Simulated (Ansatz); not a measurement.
Basis sets compared for `CCCCCCCCCC[S][Cu]`. Total charge 0; singlet. Geometry r2SCAN-D4/def2-SVP. Ansatz on 4 threads of Arm Neoverse N1 on a shared host; times are rough, and most runs start from earlier orbitals.

```xyz
33

C     2.0259   -1.7909   -5.0362
C     1.7428   -0.7774   -3.9335
C     1.1730   -1.4075   -2.6647
C     0.8841   -0.3990   -1.5566
C     0.2976   -1.0233   -0.2936
C     0.0138   -0.0112    0.8133
C    -0.6135   -0.6350    2.0587
C    -0.8018    0.3323    3.2289
C    -1.7475    1.4958    2.9340
C    -1.9773    2.4121    4.1300
S    -3.1833    3.7650    3.8272
Cu   -2.5405    4.3111    1.8953
H     2.4335   -1.3092   -5.9387
H     2.7554   -2.5480   -4.7038
H     1.1078   -2.3266   -5.3297
H     2.6710   -0.2316   -3.6811
H     1.0369   -0.0108   -4.3041
H     0.2431   -1.9539   -2.9139
H     1.8775   -2.1739   -2.2883
H     1.8163    0.1399   -1.2999
H     0.1884    0.3729   -1.9385
H     0.9883   -1.7993    0.0879
H    -0.6382   -1.5562   -0.5494
H    -0.6486    0.7785    0.4127
H     0.9557    0.4993    1.0941
H     0.0181   -1.4795    2.3902
H    -1.5915   -1.0776    1.7896
H     0.1833    0.7307    3.5381
H    -1.1893   -0.2273    4.0996
H    -1.3445    2.1181    2.1059
H    -2.7233    1.1183    2.5768
H    -2.3944    1.8297    4.9715
H    -1.0190    2.8345    4.4783
```

The 6-31G sets use Cartesian d functions.

Binding counts from free atoms (C triplet, S triplet, Cu doublet, H doublet) in the same basis, without a counterpoise term.

```
           level  functions  energy (Eh)  HOMO (eV)  LUMO (eV)  binding per atom (eV)  wall time
       HF/STO-3G         98   -2399.8777      -5.74       3.82                      –      4.7 s
        HF/6-31G        174   -2426.8640      -7.97       0.28                   2.96      7.5 s
 PBE-D4/def2-SVP        294   -2430.8422      -4.24      -2.77                   4.19       12 s
PBE0-D4/def2-SVP        294   -2430.9653      -5.43      -1.93                   4.14       40 s
```

Q: Estimate the rows for PBE-D4/def2-TZVP (with forces), PBE0-D4/def2-TZVP.

A: 
```tsv
level	functions	energy (Eh)	HOMO (eV)	LUMO (eV)	binding per atom (eV)	wall time
PBE-D4/def2-TZVP (with forces)	518	-2431.6571	-4.66	-3.15	4.14	33 s
PBE0-D4/def2-TZVP	518	-2431.7575	-5.75	-2.28	4.09	73 s
```
